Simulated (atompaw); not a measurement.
Which change was made? (Nd, PAW (atompaw))

| Property | Result |
| --- | --- |
| Element | Nd (Z = 60) |
| Generator | atompaw 4.2.0.5 |
| Type | PAW |
| Functional | PBE |
| Relativity | scalar-relativistic |
| Frozen core | [Kr] 4d10 5s2 |
| Valence charge | 12 |
| Reference configuration | 4f4 5p6 5d0 6s1.75 6p0 (charge +0.25) |
| Partial waves | 6s (bound): rc 2.85 bohr; 6s channel at 0.1 Ry: rc 2.85 bohr; 5p (bound): rc 2.80 bohr; 6p (bound, empty): rc 3.00 bohr; 5d (bound, empty): rc 3.00 bohr; 5d channel at 0.7 Ry: rc 3.00 bohr; 4f (bound): rc 0.90 bohr; 4f channel at 1.7 Ry: rc 0.90 bohr |
| Local potential | ultrasoft scheme with l = 4 at 0 Ry, radius 2.30 bohr |
| Core correction | smooth core density matched at 2.30 bohr |
| Augmentation charge | gaussian compensation charge, radius 2.85 bohr; PAW radius 3.00 bohr; waves and projectors: custom polynom vanderbiltortho |

Cutoffs, loose and tight: the cutoffs (Ry, on a coarse ladder) from which the occupation-weighted sum of valence levels, in a spherical-Bessel basis at the reference potential, stays within 10 and 1 mRy of its value at 400 Ry. They see the waves, projectors and local potential, not the compensation charge or the core.

The base gives: outcome: generated; cutoff, loose: 230 Ry; cutoff, tight: over 300 Ry; bound ghosts: s.

**Question.** After one change the result is: outcome: generated; cutoff, loose: 180 Ry; cutoff, tight: 300 Ry; bound ghosts: s. Which change was it?
A. all radii scaled by about 1.29 (s 3.68, p 3.62, d 3.88, f 1.16 bohr); local potential ultrasoft scheme with l = 4 at 0 Ry, radius 2.98 bohr; augmentation gaussian compensation charge, radius 3.68 bohr; PAW radius 3.88 bohr; waves and projectors: custom polynom vanderbiltortho; core correction smooth core density matched at 2.98 bohr
B. all radii scaled by about 1.12 (s 3.20, p 3.14, d 3.38, f 1.02 bohr); local potential ultrasoft scheme with l = 4 at 0 Ry, radius 2.58 bohr; augmentation gaussian compensation charge, radius 3.20 bohr; PAW radius 3.38 bohr; waves and projectors: custom polynom vanderbiltortho; core correction smooth core density matched at 2.58 bohr
C. all radii scaled by about 0.84 (s 2.38, p 2.34, d 2.50, f 0.76 bohr); local potential ultrasoft scheme with l = 4 at 0 Ry, radius 1.92 bohr; augmentation gaussian compensation charge, radius 2.38 bohr; PAW radius 2.50 bohr; waves and projectors: custom polynom vanderbiltortho; core correction smooth core density matched at 1.92 bohr

**Answer.** B. The others give: all radii scaled by about 0.84 (s 2.38, p 2.34, d 2.50, f 0.76 bohr); local potential ultrasoft scheme with l = 4 at 0 Ry, radius 1.92 bohr; augmentation gaussian compensation charge, radius 2.38 bohr; PAW radius 2.50 bohr; waves and projectors: custom polynom vanderbiltortho; core correction smooth core density matched at 1.92 bohr → outcome: generated; cutoff, loose: 300 Ry; cutoff, tight: over 300 Ry; bound ghosts: s | all radii scaled by about 1.29 (s 3.68, p 3.62, d 3.88, f 1.16 bohr); local potential ultrasoft scheme with l = 4 at 0 Ry, radius 2.98 bohr; augmentation gaussian compensation charge, radius 3.68 bohr; PAW radius 3.88 bohr; waves and projectors: custom polynom vanderbiltortho; core correction smooth core density matched at 2.98 bohr → outcome: generated; cutoff, loose: 140 Ry; cutoff, tight: 230 Ry; bound ghosts: s.
